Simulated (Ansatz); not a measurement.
Gas-phase electronic energies from Ansatz, PBE0-D4/def2-TZVP geometries. CCSD(T)/CBS is the MP2 limit (def2-TZVPP, def2-QZVPP) plus CCSD(T) − MP2 in def2-TZVPP, frozen cores. Functionals use def2-TZVPP. B3LYP here is the variant with VWN-RPA as its local correlation; programs differ in this. One conformer a species, not always the lowest.

`C[SiH2]OC(=N)F` → `C=C[Si](N)(O)F`  (isomerisation)

```json
{"level": "LDA (SPW92)", "ΔE (kJ/mol)": "-261.3", "difference from CCSD(T)/CBS": "56.4"}
{"level": "PBE-D4", "ΔE (kJ/mol)": "-267.4", "difference from CCSD(T)/CBS": "50.3"}
{"level": "revPBE-D4", "ΔE (kJ/mol)": "-268.2", "difference from CCSD(T)/CBS": "49.5"}
{"level": "BLYP-D4", "ΔE (kJ/mol)": "-283.4", "difference from CCSD(T)/CBS": "34.3"}
{"level": "B97M-V", "ΔE (kJ/mol)": "-286.5", "difference from CCSD(T)/CBS": "31.2"}
{"level": "B3LYP-D4", "ΔE (kJ/mol)": "-292.7", "difference from CCSD(T)/CBS": "25.0"}
{"level": "CAM-B3LYP-D4", "ΔE (kJ/mol)": "-293.4", "difference from CCSD(T)/CBS": "24.3"}
{"level": "PBE-QIDH", "ΔE (kJ/mol)": "-296.3", "difference from CCSD(T)/CBS": "21.4"}
{"level": "PBE", "ΔE (kJ/mol)": "-264.3", "difference from CCSD(T)/CBS": "53.4"}
{"level": "revPBE", "ΔE (kJ/mol)": "-262.0", "difference from CCSD(T)/CBS": "55.7"}
{"level": "BLYP", "ΔE (kJ/mol)": "-277.0", "difference from CCSD(T)/CBS": "40.7"}
{"level": "r2SCANh", "ΔE (kJ/mol)": "-287.2", "difference from CCSD(T)/CBS": "30.5"}
{"level": "BHLYP", "ΔE (kJ/mol)": "-300.8", "difference from CCSD(T)/CBS": "16.9"}
{"level": "LC-ωPBE", "ΔE (kJ/mol)": "-281.4", "difference from CCSD(T)/CBS": "36.3"}
{"level": "MP2/def2-TZVPP", "ΔE (kJ/mol)": "-315.1", "difference from CCSD(T)/CBS": "2.6"}
{"level": "MP2/CBS(def2)", "ΔE (kJ/mol)": "-328.9", "difference from CCSD(T)/CBS": "-11.2"}
{"level": "CCSD(T)/CBS", "ΔE (kJ/mol)": "-317.7", "difference from CCSD(T)/CBS": "0"}
```

Largest T1 diagnostic among the species: 0.013.

In def2-TZVPP, CCSD(T) changes the Hartree–Fock value by −4.2 kJ/mol (the triples alone add +3.4 kJ/mol) and MP2 by −15.4 kJ/mol. Leaving LDA and LC-ωPBE aside and taking each functional with its dispersion term where it has one, the values, not all of them listed here, spread over 37.6 kJ/mol, from BHLYP-D4 to PBE-D4.

CCSD(T)/CBS has its own doubt, a few kJ/mol and more with outer-core shells, so smaller differences from it don't rank the levels.
